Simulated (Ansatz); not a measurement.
C$_{2}$H$_{6}$B$_{2}$O. Charge 0, multiplicity 1. The bonds changed during the relaxation, so this is another structure than the one it started from.

```xyz
11

B     0.8090    0.1757    1.2040
C     0.0435   -0.9108    0.6220
C    -0.0045   -0.8308   -0.8902
B    -0.1392    0.5639   -0.2229
O    -0.9830    1.6380   -0.3524
H     1.1485    0.9440    0.2060
H     1.1136    0.6030    2.2653
H    -0.6588   -1.5299    1.1698
H     0.9018   -1.1306   -1.4065
H    -0.8979   -1.2442   -1.3540
H    -1.3329    1.7216   -1.2411
```

Q: Give the diagnostics of a CCSD(T)/def2-TZVPP run (frozen core, Ansatz). (An estimate is asked.)

A: Computed: T1 = 0.0121, largest single amplitude 0.014, largest double 0.041, (T) share of the correlation energy 4.2 %, 10 CCSD cycles. The RHF solution is stable towards an unrestricted one. T1 lies under the customary mark of 0.02 for closed shells.
